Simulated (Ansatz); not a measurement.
`CB(C)O` and `[CH3][In]([CH3])[OH]` differ in one element.

Ansatz, PBE0-D4/def2-TZVP geometries, multiplicity 1. Each molecule was computed in one conformer, which needn't be the lowest.

Elements past krypton have def2 core potentials.

```json
{"property": "LUMO energy (PBE0/def2-TZVPP) / eV", "`CB(C)O`": "0.69"}
{"property": "HOMO–LUMO gap (PBE/def2-TZVPP) / eV", "`CB(C)O`": "6.63"}
{"property": "size of the dipole moment (PBE/def2-TZVPP) / D", "`CB(C)O`": "1.34"}
{"property": "HOMO energy (ωB97M-V/def2-TZVPP) / eV", "`CB(C)O`": "-10.74"}
{"property": "HOMO energy (B3LYP/def2-TZVPP) / eV", "`CB(C)O`": "-8.21"}
{"property": "size of the dipole moment (ωB97M-V/def2-TZVPP) / D", "`CB(C)O`": "1.41"}
```

Question: Give the same properties after the change, and the shifts. (Best estimate.)

Answer: Computed: 
```json
{"property": "LUMO energy (PBE0/def2-TZVPP) / eV", "`[CH3][In]([CH3])[OH]`": "-0.69", "shift": "-1.38"}
{"property": "HOMO–LUMO gap (PBE/def2-TZVPP) / eV", "`[CH3][In]([CH3])[OH]`": "4.79", "shift": "-1.84"}
{"property": "size of the dipole moment (PBE/def2-TZVPP) / D", "`[CH3][In]([CH3])[OH]`": "2.21", "shift": "0.87"}
{"property": "HOMO energy (ωB97M-V/def2-TZVPP) / eV", "`[CH3][In]([CH3])[OH]`": "-9.62", "shift": "1.12"}
{"property": "HOMO energy (B3LYP/def2-TZVPP) / eV", "`[CH3][In]([CH3])[OH]`": "-7.21", "shift": "1.00"}
{"property": "size of the dipole moment (ωB97M-V/def2-TZVPP) / D", "`[CH3][In]([CH3])[OH]`": "2.41", "shift": "1.00"}
```

With PBE0 the HOMO rises by 0.97 eV and the LUMO falls by 1.38 eV, so the gap narrows by about 2.35 eV. PBE moves the HOMO by 0.77 eV and ωB97M-V by 1.12 eV. Dipoles are sizes alone; their direction can turn.

B3LYP here is the variant with VWN-RPA as its local correlation; programs differ in this.
